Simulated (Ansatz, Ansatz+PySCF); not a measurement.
```yaml
atoms:
  - { symbol: C, position_ang: [0.0040, -0.5165, -0.1736] }
  - { symbol: C, position_ang: [0.6739, 0.1019, 1.0307] }
  - { symbol: O, position_ang: [-0.6965, 0.4896, -0.8586] }
  - { symbol: H, position_ang: [-0.6740, -1.3300, 0.1583] }
  - { symbol: H, position_ang: [0.7714, -0.9900, -0.8203] }
  - { symbol: H, position_ang: [1.2367, -0.6530, 1.5998] }
  - { symbol: H, position_ang: [1.3697, 0.8946, 0.7172] }
  - { symbol: H, position_ang: [-0.0765, 0.5545, 1.6963] }
  - { symbol: H, position_ang: [-1.1223, 0.0944, -1.6248] }
```

Basis set: def2-SVP (spherical functions). Left uncorrelated: 3 orbitals. Charge 0, multiplicity 3.

Computed with Ansatz (development build ahead of 0.2.0); each method stands on the lowest determinant of its kind that the runs found.

The atomization energy at this shape (free ground-state atoms in the same class of orbitals less the molecule, no zero-point energy) of triplet C2H6O:

```tsv
method	atomization energy
UHF	19.33 eV
```

Task: What does UHF-MP2 give?

Result: 25.88 eV. Caution: another spin multiplicity may lie lower.
